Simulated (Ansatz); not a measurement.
Consider the formal exchange of groups at a C–C bond: `CC[C@@H](C)[C@H](C)CC` + `CC(=O)CC(C)=O` → `CCC(=O)CC(C)=O` + `CCC(C)C(C)C`.

Program: Ansatz. Geometries: PBE0-D4/def2-TZVP. ΔE: electronic, gas phase. CBS: MP2 limit from def2 TZ/QZ plus the TZ coupled-cluster correction, frozen cores. DFT in def2-TZVPP. B3LYP here is the variant with VWN-RPA as its local correlation; programs differ in this. One conformer a species, not always the lowest.

Question: Is it downhill or uphill in electronic energy at CCSD(T)/CBS, and by how much? (Estimate.)

Answer: Computed: Downhill: ΔE = -3.5 kJ/mol.

Question: What do these levels give: PBE-D4, r2SCAN-D4, PBE0-D4, B3LYP-D4, ωB97X-V, ωB97M-V, PBE, PBE0, SCS-MP2/def2-TZVPP, HF/def2-QZVPP, MP2/def2-QZVPP, MP2/CBS(def2)? (Estimate.)

Answer: Ansatz gave: PBE-D4 -4.4, r2SCAN-D4 -4.8, PBE0-D4 -4.4, B3LYP-D4 -4.5, ωB97X-V -4.3, ωB97M-V -3.9, PBE -6.2, PBE0 -6.1, SCS-MP2/def2-TZVPP -4.0, HF/def2-QZVPP -8.1, MP2/def2-QZVPP -2.9, MP2/CBS(def2) -2.8 kJ/mol.

Largest T1 diagnostic among the species: 0.015.

In def2-TZVPP, CCSD(T) changes the Hartree–Fock value by +4.5 kJ/mol (the triples alone add +0.5 kJ/mol) and MP2 by +5.2 kJ/mol.
